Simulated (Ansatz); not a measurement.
Two isomers of FGeH5OSi: A = `[F][GeH2][O][SiH3]`, B = `F[SiH2][O][GeH3]`.

Computed with Ansatz on PBE0-D4/def2-TZVP structures; ΔE is electronic, products minus reactants. CCSD(T)/CBS is the MP2 limit (def2-TZVPP, def2-QZVPP) plus CCSD(T) − MP2 in def2-TZVPP, frozen cores. Functionals use def2-TZVPP. B3LYP here is the variant with VWN-RPA as its local correlation; programs differ in this. For Ge outer-core shells are correlated without core-valence functions, which leaves a few kJ/mol of doubt a bond. Scalar relativity is left out up to krypton. Each species was taken in one conformer, which may not be the lowest.

A:

Z-matrix (Å, degrees):
```
Ge
O 1 1.752
F 1 1.735 2 106.4
H 1 1.532 2 110.5 3 -115.0
H 1 1.527 2 107.7 3 115.2
Si 2 1.642 1 135.5 3 55.0
H 6 1.489 2 110.4 1 32.0
H 6 1.484 2 107.8 1 151.5
H 6 1.484 2 110.6 1 -88.7
```

B:

```xyz
9

F     1.495    1.598    0.955
Si    0.050    1.526    0.274
O    -0.557    0.037    0.404
Ge   -0.168   -1.575   -0.250
H    -0.832    2.460    1.004
H     0.246    1.907   -1.146
H     0.533   -1.384   -1.605
H    -1.513   -2.292   -0.400
H     0.746   -2.275    0.763
```

(1) Which isomer does CCSD(T)/CBS put lower? Give the gap. (Estimate.)

(2) Give E(B) − E(A) in kJ/mol with HF/def2-TZVPP, PBE-D4, B3LYP-D4, ωB97M-V, CCSD(T)/def2-TZVPP, PBE0-D4, LDA (SPW92). (Estimate.)

(3) Does the order hold for the free energy at 298.15 K (harmonic terms from PBE0-D4)? (Estimate.)

Largest T1 diagnostic: 0.012.

Results:

(1) Computed: B, by 85.9 kJ/mol.

(2) The calculation gave: HF/def2-TZVPP -82.4, PBE-D4 -77.9, B3LYP-D4 -82.1, ωB97M-V -83.5, CCSD(T)/def2-TZVPP -82.4, PBE0-D4 -81.5, LDA (SPW92) -86.1. None reverses the order clearly.

(3) The calculation gave: Yes: G(B) − G(A) = -84.5 kJ/mol, for one conformer each. Modes under 60 cm⁻¹, often nearly free rotors, make the harmonic entropy too high.

From PBE to PBE0 (25 % exact exchange), in def2-TZVPP and without D4, E(B) − E(A) moves by −3.5 kJ/mol. At CCSD(T), def2-SVP lies +20.3 kJ/mol from the extrapolated value and def2-TZVPP +3.5 kJ/mol.
